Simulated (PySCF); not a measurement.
Mg(OMe)(SH) (CH₄MgOS), SMILES C[O][Mg][SH].

Geometry optimised at B3LYP-D3(BJ)/def2-SVP. The values are those of a single conformer.

The numbers are results of IEF-PCM-M06-2X/def2-SVP in PySCF, not measurements.

The values are the electrostatic part of the solvation free energy, E(continuum) − E(gas) at the gas-phase geometry, in a cavity of scaled van der Waals radii (PySCF's table); cavitation and dispersion terms are not included. A continuum can't describe solvent molecules that bind to the metal. In vacuum the orbital gap is 7.43 eV. The dipole moment in vacuum is 1.29 D.

Estimate the values in water (ε = 78.36), methanol (ε = 32.61), N,N-dimethylformamide (ε = 37.22). (Estimate from the structure and the level; the computed values follow.)


```tsv
solvent	ε	ΔG(elec) (kcal/mol)	dipole (D)	gap (eV)
water	78.36	-12.2	1.99	7.99
methanol	32.61	-11.8	1.97	7.97
N,N-dimethylformamide	37.22	-11.9	1.97	7.98
```
